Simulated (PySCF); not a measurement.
Mg(F)(GeH3) (FGeH₃Mg), SMILES [F][Mg][GeH3]. Geometry: PBE0-D3(BJ)/def2-TZVP.

Computed equilibrium geometry at PBE0-D3(BJ)/def2-TZVP (PySCF confirms it by a frequency run) as a Z-matrix, and its point group:
point group C3v.
```
Ge
H 1 1.5437
H 1 1.5437 2 105.96
H 1 1.5437 2 105.96 3 -112.28
Mg 1 2.5648 2 112.79 3 123.86
F 5 1.7555 2 155.77 1 180.00
```
Charge 0, spin multiplicity 1.
